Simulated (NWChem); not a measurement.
Species: CH$_{3}$FO$_{2}$Si; SMILES O=C(O)[SiH2]F

```xyz
8

O     -0.7890    -1.8403     0.0000
C      0.0171    -0.9441     0.0000
O      1.3360    -1.1375     0.0000
Si    -0.6130     0.8637     0.0000
F      0.6061     1.9336     0.0000
H      1.4849    -2.1004     0.0000
H     -1.4183     1.0465    -1.2337
H     -1.4183     1.0465     1.2337
```
Atoms are numbered in this order, from 1.

Computed with NWChem. Pople sets run with spherical d functions. Geometry: optimised at PBE0/def2-SVP. Vertical excitations in the gas phase; the lowest state need not have the same character in each row.

| level | lowest excitation, singlet (eV) | oscillator strength of that lowest state | lowest state with f > 0.02, singlet (eV) | orbital gap (eV) |
|---|---|---|---|---|
| PBE/6-31G*, TDA | … | 0.007 | … | … |
| B3LYP/6-31G*, TDA | 5.26 | 0.007 | 8.07 | 6.94 |
| Hartree-Fock/6-31G*, CIS | 5.98 | 0.009 | 9.00 | 15.52 |
| CAM-B3LYP/6-31G*, TDA | 5.33 | 0.007 | 8.56 | 10.12 |

Problem. What belongs in the gaps?

Solution. 
- PBE/6-31G*, TDA, lowest excitation, singlet (eV): 5.14
- PBE/6-31G*, TDA, lowest state with f > 0.02, singlet (eV): 7.05
- PBE/6-31G*, TDA, orbital gap (eV): 4.80
